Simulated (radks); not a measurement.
Excited configurations of the chromium ion Cr2+: one electron is placed in a higher orbital outside [Ar] 3d3. The ground configuration is [Ar] 3d4. Calculated with a radial shooting solver on a logarithmic mesh with Libxc functionals: Dirac Kohn-Sham, PBEsol, spin-unpolarised, spherical densities, finite nucleus; open shells are shared between the two j in proportion to 2j + 1; Fermi nuclear charge, rms radius 3.6452 fm. Excitation = E - E(ground); binding = E(ion) - E, where the ion is the core of charge +3; n* = 3/sqrt(2 binding) in atomic units, and the quantum defect is n - n*. Eigenvalue and <r> are those of j = l + 1/2.

| outer orbital | excitation (eV) | binding (eV) | n* | quantum defect | eigenvalue (eV) | <r> (bohr) |
|---|---|---|---|---|---|---|
| 4s | 6.019 | 24.685 | 2.227 | 1.773 | -20.724 | 2.576 |
| 5s | 18.897 | 11.808 | 3.220 | 1.780 | -10.102 | 5.306 |
| 5p | 20.799 | 9.905 | 3.516 | 1.484 | -8.392 | 6.035 |
| 5d | 23.592 | 7.113 | 4.149 | 0.851 | -5.957 | 7.830 |
| 5f | 25.558 | 5.147 | 4.878 | 0.122 | -4.270 | 10.05 |
| 6f | 27.058 | 3.647 | 5.795 | 0.205 | -3.091 | 15.19 |
| 7s | 26.087 | 4.618 | 5.149 | 1.851 | -4.009 | 13.58 |
| 7f | 27.998 | 2.707 | 6.726 | 0.274 | -2.328 | 21.28 |

The Delta-SCF ionisation energy is 30.705 eV (NIST Atomic Spectra Database: 30.96 eV, measured). Self-interaction in the functional shifts the binding energies and quantum defects, so they are the method's values and not measured ones. Spin polarisation and multiplet splitting are left out, so open shells lie too high by an amount that depends on their filling.

Beside tabulated values, note that spin-unpolarised runs miss the spin-polarisation part of the exchange energy of open shells.
